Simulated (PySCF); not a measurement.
Compound: C7H12BF.
Numbering: `[CH2:1]=[C:2]1[CH2:3][C@@H:4]([B:5]([CH3:6])[CH3:7])[C@H:8]1[F:9]` (hydrogens: H10, H11 on C1; H12, H13 on C3; H14 on C4; H15, H16, H17 on C6; H18, H19, H20 on C7; H21 on C8)

Structure used (PBE0-D3(BJ)/def2-SVP), in Å, numbered top down from 1:
```
atom  x, y, z in Å
C1     2.693    1.140    0.112
C2     1.852    0.114    0.047
C3     1.126   -0.755    1.047
C4     0.008   -0.961   -0.016
B5    -1.247    0.014    0.025
C6    -1.226    1.317    0.898
C7    -2.499   -0.337   -0.853
C8     1.014   -0.434   -1.075
F9     0.542    0.469   -1.998
H10    3.120    1.469    1.063
H11    2.965    1.696   -0.789
H12    0.847   -0.279    1.999
H13    1.671   -1.687    1.272
H14   -0.303   -2.004   -0.188
H15   -1.958    2.076    0.585
H16   -0.231    1.777    0.994
H17   -1.519    0.998    1.919
H18   -2.626   -1.406   -1.081
H19   -2.304    0.171   -1.819
H20   -3.445    0.080   -0.474
H21    1.510   -1.247   -1.635
```

Computed with PySCF at PBE0/pcSseg-1, non-relativistic, on one gas-phase PBE0-D3(BJ)/def2-SVP geometry that isn't relaxed in the solvent. The solvent is an IEF-PCM continuum (van der Waals radii × 1.2). Only the electrostatic response of the medium enters.

```csv
run,E − E(gas) (kJ/mol),HOMO (eV),HOMO–LUMO gap (eV),dipole (D)
gas,0.00,-7.34,6.84,1.55
P,-10.55,-7.27,6.87,2.01
Q,-5.47,-7.29,6.85,1.76
```

Task: The runs were made in benzene and dichloromethane. Which run belongs to which solvent?

Result: P = dichloromethane, Q = benzene. The dielectric constants are 2.271 (benzene), 8.93 (dichloromethane), and the energy falls further as ε rises. In this model the ground state sees the solvent through ε alone.

Task: How constant is the ratio of the lowering to (ε − 1)/(2ε + 1)?

Result: 
```csv
solvent,(ε − 1)/(2ε + 1),E − E(gas) (kJ/mol),ratio (kJ/mol),polarisation term (kJ/mol)
benzene,0.229,-5.47,-23.9,-5.74
dichloromethane,0.420,-10.55,-25.1,-11.66
```

The ratio changes by +5.1 % in size from benzene to dichloromethane. The polarisation term is half the interaction of the solute with the induced surface charges.
